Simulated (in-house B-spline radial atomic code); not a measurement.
**Response and correlation of Br⁻**

Closed shell [Ar] 3d10 4s2 4p6. Computed with a B-spline radial code for spherical atoms: Dirac-Hartree-Fock, relativistic RPA (time-dependent Dirac-Hartree-Fock) for the response and second-order many-body perturbation theory for correlation, no-pair Dirac-Coulomb Hamiltonian, finite nucleus, speed of light scaled by 100 (non-relativistic limit).

Command:
```bash
python run_mb.py task.json out
```
Settings (nuclear radius in fm, box in bohr, cutoff in hartree):
```
basis_form          2
Z                   35
core_configuration  [Ar] 3d10 4s2 4p6
rms_radius          4.1629
mass_number         79
speed_of_light      13703.59991
box_radius          67.716
lmax                7
intervals           69
virtual_cutoff      30625.0
```

Time taken, with all properties: 14 s on 1 thread of Arm Neoverse V1 (shared host).

```json
{"multipole (bohr³, bohr⁵, bohr⁷)": "dipole", "uncoupled": "35.612", "coupled RPA": "?"}
{"multipole (bohr³, bohr⁵, bohr⁷)": "quadrupole", "uncoupled": "310.08", "coupled RPA": "493.22"}
{"multipole (bohr³, bohr⁵, bohr⁷)": "octupole", "uncoupled": "8427.6", "coupled RPA": "13178"}
```

Task: What is the coupled dipole polarisability?

Result: 42.899 atomic units, +20 % against the uncoupled value.

Task: Which subshells carry the dipole polarisability?

Result: 4p3/2 66.5 %, 4p1/2 33.2 %, 3d5/2 0.1 %.

Task: What does the dipole shielding factor come to?

Result: The dipole shielding factor is 1.029, against the exact N/Z = 36/35 = 1.029 of the non-relativistic theorem.

Dipole polarisability at imaginary frequency:

| u (Eh) | α(iu) (bohr³) |
| --- | --- |
| 0 | 42.9 |
| 0.0177 | 42.7 |
| 0.053 | 41.23 |
| 0.106 | 37.28 |
| 0.177 | 31.21 |
| 0.354 | 19.73 |
| 0.707 | 9.325 |
| 1.77 | 2.39 |

Task: What dispersion coefficients follow for two such ions (the dispersion part alone)?

Result: C6 = (3/π)∫α(iu)²du = 452.2 hartree·bohr⁶ and C8 = 25410 hartree·bohr⁸.

Second-order correlation energy by the highest angular momentum of the excited pair (hartree): s -0.02288, p -0.2295, d -0.7065, f -0.5609, g -0.1883, h -0.0801, i -0.03668, k -0.01869.

Task: What is the second-order correlation energy at the partial-wave limit?

Result: The listed waves sum to -1.8436 hartree; extrapolating the increments as (l + 1/2)⁻⁴ gives -1.8818 hartree, -1.42 eV per electron.
